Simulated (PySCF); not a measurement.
Frontier orbitals and the lowest excitations

Compound: SbEt3, C₆H₁₅Sb.
Geometry (PBE0-D3(BJ)/def2-SVP, Å), atoms numbered from 1 in this order:
```xyz
22
C6H15Sb angstrom
Sb    -0.0122   -0.0053    1.0298
C      1.8188    0.2513   -0.1341
C      2.8720   -0.8074    0.1488
H      2.2025    1.2586    0.0962
H      1.5242    0.2538   -1.1965
H      3.7861   -0.6402   -0.4451
H      3.1696   -0.8143    1.2097
H      2.5112   -1.8198   -0.0947
C     -1.1343    1.4701   -0.1270
C     -0.7614    2.9067    0.1999
H     -2.2024    1.2846    0.0717
H     -0.9585    1.2396   -1.1907
H     -1.3581    3.6255   -0.3864
H     -0.9255    3.1397    1.2644
H      0.2983    3.1147   -0.0189
C     -0.7117   -1.7006   -0.1577
C     -2.1303   -2.1304    0.1774
H      0.0008   -2.5235    0.0149
H     -0.6181   -1.4098   -1.2169
H     -2.4461   -2.9977   -0.4261
H     -2.2311   -2.4163    1.2368
H     -2.8577   -1.3244   -0.0124
```

Theory: TDDFT PBE0/def2-SVPD, vertical, gas phase, core orbitals frozen in the response, def2 core potentials past Kr in PySCF. Spin–orbit coupling is left out.

Kohn–Sham orbitals with the atoms that hold most of them (Löwdin shares over 4%, at most four atoms):

```tsv
orbital	ε (eV)	atoms
HOMO-3	-9.58	C3 17%, C2 17%, C16 9%, C17 8%
HOMO-2	-7.56	C9 26%, Sb1 22%, C16 14%, C10 10%
HOMO-1	-7.55	C2 25%, Sb1 22%, C16 15%, C17 7%
HOMO	-6.25	Sb1 58%, C16 10%, C9 10%, C2 10%
LUMO	0.14	Sb1 39%, C16 10%, C9 10%, C10 8%
LUMO+1	0.15	Sb1 40%, C2 13%, C17 7%, C9 6%
LUMO+2	0.77	Sb1 10%, C10 8%, C3 7%, C17 7%
```

Within 0.005 eV of a neighbour in this list lie HOMO-2/HOMO-1 and LUMO/LUMO+1.

Q: How does S1 compare with the orbital gap of 6.40 eV?

A: S1 is at 5.45 eV (f = 0.129), 0.94 eV below the gap, made of HOMO→LUMO/LUMO+1 (≥96%). S1/S2 lie within about 0.01 eV of each other. 

Next come S2 at 5.45 eV (f 0.130), HOMO→LUMO/LUMO+1 (≥96%); S3 at 6.10 eV (f 0.0005), HOMO→LUMO+2 (98%); S4 at 6.43 eV (f 0.0011), HOMO-2/HOMO-1→LUMO/LUMO+1 (≥89%); S5 at 6.48 eV (f 0.252), HOMO→LUMO+3 (95%).

Orbitals of the list HOMO-3 to LUMO+2 that lie within 0.01 eV of each other are written together with a slash and their weights summed (≥ marks a lower bound); for degenerate orbitals outside that list single weights are arbitrary.

On Arm Neoverse V1, one thread, shared host with 64 logical CPUs at a one-minute load of 51, this took 2.1 min (grids of density and orbitals included) and 1.3 GiB of memory at its peak.

One conformer stands for the species.
